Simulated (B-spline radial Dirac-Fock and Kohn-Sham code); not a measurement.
Sc: input and output of one calculation

ΔSCF core binding energies without Breit or QED terms, calculated with an atomic code on a B-spline grid. Keys: rel is the Hamiltonian (dirac, or spin-free x2c and nr, where L3 and M5 stand for the whole 2p and 3d shells), method is hf or an exchange,correlation pair (spin-unpolarised, also for the hole states), nuc the nuclear model, radius_factor scales its radius, rmax is the box in bohr, h the logarithmic mesh step, order the B-spline order, points the quadrature points per cell, c_factor scales the speed of light, and damp, ndamp, maxit and tol steer the iteration. The run stops when the commutator error falls below 10·tol·max(1, Z/10), or the numerical noise floor, and the energy has settled to about 1e-8 Ha; the virial ratio is −V/T.

Input (task.json):

```json
{"items": [{"Z": 21, "q": 0, "cfg": [[1, 0, 2], [2, 0, 2], [2, 1, 6], [3, 0, 2], [3, 1, 6], [3, 2, 1], [4, 0, 2]], "A": 45, "rrms": 3.5459, "do": "settings", "holes": ["K", "L3", "M5"],
  "settings": [{"rel": "dirac", "method": "hf", "nuc": "fermi", "radius_factor": 1.0, "rmax": 30.0, "h": 0.3, "order": 8, "points": 10, "c_factor": 1.0, "maxit": 60, "damp": 0.5, "ndamp": 3, "tol": 1e-08}]}]}
```

Command: `python xray2_run.py task.json out`

Ground-state iterations:

```
iter   energy (Ha)        error
   1     -760.80344047  7.85e-01
   2     -762.85830406  1.49e-01
   3     -763.31883150  4.31e-02
   4     -763.37059062  1.61e-02
   5     -763.37752148  6.02e-03
   6     -763.37862873  1.60e-03
   7     -763.37873059  3.10e-04
   8     -763.37873560  3.65e-05
   9     -763.37873571  1.03e-05
  10     -763.37873572  1.29e-06
  11     -763.37873572  1.97e-07
```

The ground state converged in 11 iterations, with total energy -763.37874 Ha, virial ratio 1.99044 and highest orbital energy -5.75 eV. ΔSCF binding energies: K (1s) 4505.6 eV, L3 (2p3/2) 410.7 eV. Holes are computed only in closed shells, and unreliable hole states are left out.
